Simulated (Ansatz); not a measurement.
F$_{2}$HO$_{2}$Si (`[O][Si](O)(F)F`) radical, relaxed with UKS PBE0-D4/def2-TZVP in Ansatz 0.2.0 from a PBE-D4/def2-SVP geometry. The force threshold is 0.005 eV/Å; the program also tests the step.

Charge 0, multiplicity 2.

Start:

```xyz
6

O    -1.578   -0.366   -0.586
Si   -0.007   -0.400   -0.071
O     0.453    1.191   -0.200
F     1.007   -1.261   -0.978
F     0.122   -0.977    1.434
H     0.003    1.813    0.401
```

(1) How much energy does the relaxation release, and in how many steps? (Estimate.)

(2) Which bonds change most? (Best estimate.)

(3) Give the relaxed structure. (Best estimate.)

Results:

(1) Ansatz gave: 13.12 kJ/mol, in 9 steps.

(2) Ansatz gave: Si2–O3 from 1.661 to 1.610 Å; Si2–F5 from 1.617 to 1.574 Å; Si2–F4 from 1.610 to 1.568 Å; O3–H6 from 0.975 to 0.959 Å.

(3) Ansatz gave: 
```xyz
6

O    -1.565   -0.429   -0.552
Si    0.009   -0.370   -0.061
O     0.482    1.166   -0.156
F     0.971   -1.212   -0.969
F     0.082   -0.989    1.384
H     0.020    1.834    0.353
```
